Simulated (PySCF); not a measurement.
## Correlation energy of Sb⁺ (antimony, charge +1)

[Kr] 4d10 5s2 5p2, high-spin 3P determinant. Computed with PySCF 2.14 in def2-QZVPPD with the def2 core potential (28 electrons), with a scalar-relativistic core potential. Frozen: 4s2 4p6 4d10; 4 electrons correlated.

| level | correlation energy (mhartree) |
| --- | --- |
| CCSD | -61.68 |
| (T) | -1.64 |
| CCSD(T) | -63.32 |

Diagnostics: T1 = 0.0079, D1 = 0.0202, largest double amplitude 0.090.

Problem. Is a single reference adequate?

Solution. Mostly. T1 lies below 0.03, but a double amplitude of this size points to a near-degeneracy that CCSD handles and MP2 describes poorly.
